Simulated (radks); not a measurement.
Q: The mean radii <r> (bohr) of the occupied orbitals of an atom or ion are listed with their occupations. Method: Dirac Kohn-Sham, relativistic LDA (MacDonald-Vosko exchange, VWN5 correlation), spin-unpolarised, spherical densities, finite nucleus; Fermi nuclear charge, rms radius of each element as measured or else 0.836 A^(1/3) + 0.57 fm; computed with a radial shooting solver on a logarithmic mesh with Libxc functionals.

orbital  occ.      <r>
1s1/2       2  0.03719
2s1/2       2   0.1625
2p1/2       2   0.1387
2p3/2       4   0.1430
3s1/2       2   0.4469
3p1/2       2   0.4393
3p3/2       4   0.4485
3d3/2       4   0.4199
3d5/2       4   0.4227

Name the element and its charge. Open shells, if any, fill j = l - 1/2 first.

A: Z = 40, zirconium, charge +14: Zr14+ in [Ar] 3d8. The 1s radius gives Z: for a bare nucleus <r> = (2 gamma + 1)/(2Z) with gamma = sqrt(1 - (Z/c)^2), 0.03641 bohr for Z = 40, and screening makes it slightly larger (0.03719 here). The occupations add up to 26, and the charge is Z minus that.
